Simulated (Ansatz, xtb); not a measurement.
## Relaxing a trial structure of C2H8Ge2

The starting geometry of this gas-phase singlet was built from a drawn formula by distance geometry and a force field; its bonds are those of `[CH][GeH2][CH2][GeH3]`.

```
atom    x (Å)    y (Å)    z (Å)
   C   0.0909  -0.4745   1.3055
   C  -1.7706   0.7020  -0.9844
  Ge  -1.3672   0.7308   0.9227
  Ge  -0.2682   1.3713  -1.9993
   H   0.9852  -0.2683   0.7671
   H  -0.8844   2.1541   1.3253
   H  -2.6357   0.3705   1.6832
   H  -2.6846   1.3495  -1.1681
   H  -2.0070  -0.3177  -1.2805
   H   0.9464   0.4084  -1.7977
   H   0.0686   2.7738  -1.5955
   H  -0.6466   1.3892  -3.5047
```

Problem. Predict what becomes of its bonds when it is optimised with r2SCAN-D4/def2-SVP.

Solution. It rearranges to `[CH2]=[GeH][CH2][GeH3]`. Contacts that open: Ge3–H6 (1.56 → 2.52 Å). Contacts that close: C1–H6 (2.80 → 1.09 Å).

The energy falls by 3.50 eV over 43 steps:

| step | E − E(last) (eV) |
| --- | --- |
| 1 | 3.496 |
| 6 | 3.264 |
| 10 | 2.898 |
| 15 | 0.987 |
| 20 | 0.066 |
| 24 | 0.006 |
| 29 | 0.005 |
| 34 | 0.002 |
| 38 | 0.001 |
| 43 | 0.000 |

Final geometry (Å):

```yaml
atoms:
  - { symbol: C, position_ang: [0.0268, 0.6905, 1.4954] }
  - { symbol: C, position_ang: [-1.9028, 0.7395, -1.1552] }
  - { symbol: Ge, position_ang: [-1.5722, 0.5058, 0.7474] }
  - { symbol: Ge, position_ang: [-0.3141, 1.2249, -2.1974] }
  - { symbol: H, position_ang: [0.9142, 0.9473, 0.9094] }
  - { symbol: H, position_ang: [0.1702, 0.5502, 2.5702] }
  - { symbol: H, position_ang: [-2.8053, 0.1480, 1.5827] }
  - { symbol: H, position_ang: [-2.6732, 1.5180, -1.2886] }
  - { symbol: H, position_ang: [-2.3272, -0.1954, -1.5595] }
  - { symbol: H, position_ang: [0.7565, 0.1325, -2.0592] }
  - { symbol: H, position_ang: [0.2548, 2.5592, -1.6928] }
  - { symbol: H, position_ang: [-0.7008, 1.3684, -3.6791] }
```

From the same start GFN2-xTB ends elsewhere, at `[GeH2]=[CH][CH2][GeH3]`.

The end wasn't checked by frequencies. Run with Ansatz 0.2.0, 70 s on 2 threads of Intel(R) Xeon(R) 6975P-C (Granite Rapids), on a shared host.
